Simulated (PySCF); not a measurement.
## Broadened absorption spectrum of C3H8F2Si

Compound: C₃H₈F₂Si.
Z-matrix (Å and degrees, GFN2-xTB geometry), rows numbered from 1:
```
C 
C   1  1.5206
F   2  1.3906  1  108.31
C   2  1.5208  1  113.36  3   120.76
Si  4  1.9021  2  112.64  1  -171.31
F   5  1.6148  4  105.48  2  -173.57
H   1  1.0873  2  110.30  3    57.09
H   1  1.0877  2  109.84  3   -62.58
H   1  1.0862  2  109.80  3   177.31
H   2  1.0979  1  110.62  3  -114.56
H   4  1.0907  2  108.11  1    66.15
H   4  1.0924  2  108.61  1   -49.54
H   5  1.4567  4  111.59  2   -60.36
H   5  1.4510  4  113.08  2    71.70
```

Level of theory: PySCF, TDDFT PBE0/def2-SVPD, vertical, gas phase, core orbitals frozen in the response.

Computed states:

```csv
state,E (eV),f
S1,7.63,0.0060
S2,8.21,0.033
S3,8.23,0.023
S4,8.52,0.0054
S5,8.93,0.022
S6,8.97,0.168
S7,9.04,0.0080
S8,9.07,0.015
```

Broadening: Gaussians 0.5 eV wide at half height, area fixed by f = 4.319×10⁻⁹ ∫ε dν̃. The width is an assumption, not a result. The curve ends short of the highest state used, and states not computed would add to its high-energy end.

Question: Give the broadened spectrum and its maxima.

Answer: 
```tsv
E (eV)	ε (L mol⁻¹ cm⁻¹)
6.88	1
6.91	1
6.94	2
6.97	3
7.00	4
7.03	6
7.05	8
7.08	11
7.11	16
7.14	23
7.17	31
7.20	42
7.23	55
7.26	71
7.29	90
7.31	105
7.34	128
7.37	154
7.40	183
7.43	212
7.46	241
7.49	270
7.52	299
7.55	325
7.57	342
7.60	368
7.63	393
7.66	421
7.69	454
7.72	495
7.75	550
7.78	621
7.81	712
7.83	787
7.86	920
7.89	1080
7.92	1267
7.95	1478
7.98	1707
8.01	1948
8.04	2190
8.07	2424
8.09	2569
8.12	2764
8.15	2921
8.18	3033
8.21	3096
8.24	3107
8.27	3070
8.30	2990
8.33	2880
8.36	2752
8.38	2665
8.41	2545
8.44	2456
8.47	2418
```

Maxima: 151 nm (8.23 eV), ε about 3100, made up of S2 (56%) and S3 (39%) (ε in L mol⁻¹ cm⁻¹; maxima over ε = 5, shares over 10%).

Question: Coming from long wavelengths, where does ε first pass 100 L mol⁻¹ cm⁻¹?

Answer: At about 170 nm (7.30 eV), 0.33 eV below S1.

Question: What would ε be at 8.23 eV, the highest of these maxima, with half the width (0.25 eV)?

Answer: About 5880 L mol⁻¹ cm⁻¹ against 3110, a factor of about 1.9; a lone state at its own centre would give exactly 2.

Hardware: one thread of an Intel Xeon at 2.70 GHz, no GPU, shared host with 64 logical CPUs at a one-minute load of 60. Cost: 43 s (grids of density and orbitals included), 0.73 GiB resident at most.

One conformer stands for the species.
